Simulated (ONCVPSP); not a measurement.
**LDA (Perdew-Wang 92) ONCV dataset for zinc, scalar-relativistic all-electron reference.**

```json
{"Element": "zinc", "Generator": "ONCVPSP 4.0.1", "Type": "optimised norm-conserving Vanderbilt (ONCV)", "Functional": "LDA (Perdew-Wang 92)", "Relativity": "scalar-relativistic", "Frozen core": "[Ne] 3s2", "Valence charge": "18", "Reference configuration": "3p6 3d10 4s2", "Partial waves": "4s: rc 1.70 bohr, ncon 4, nbas 7, qcut 3.6 1/bohr, 2 projectors, debl 0.8 Ha; 3p: rc 0.65 bohr, ncon 5, nbas 9, qcut 14.2 1/bohr, 2 projectors, debl 3.2 Ha; 3d: rc 0.65 bohr, ncon 4, nbas 9, qcut 19.7 1/bohr, local", "Local potential": "the d channel", "Core correction": "Teter function, fcfact 3.75, rcfact 1.2"}
```

**Question.** Does the generator finish with these settings?

**Answer.** Yes, a potential is produced and its reference levels are reproduced.

**Question.** Estimate the cutoffs (Ha) at which the residual kinetic energy of the hardest occupied pseudo-wave falls to 1 and 0.1 mHa per electron.

**Answer.** 172 Ha and 286 Ha.

**Question.** Does the potential have ghost states?

**Answer.** Ghosts flagged at negative energy: s at -494.8 eV; GHOST(+) flagged for s at 55.8 eV. A true bound ghost makes a file unfit for plane-wave use.

**Question.** Tests: 3p6 3d10 4s1; 3p6 3d10 4s0; 3p6 3d9 4s0; 3p6 3d10 4s1.5. Which has the largest error in its energy relative to the reference configuration, and how large is it?

**Answer.** 3p6 3d9 4s0, with +76 meV (all-electron minus pseudo) on +69.84 eV.
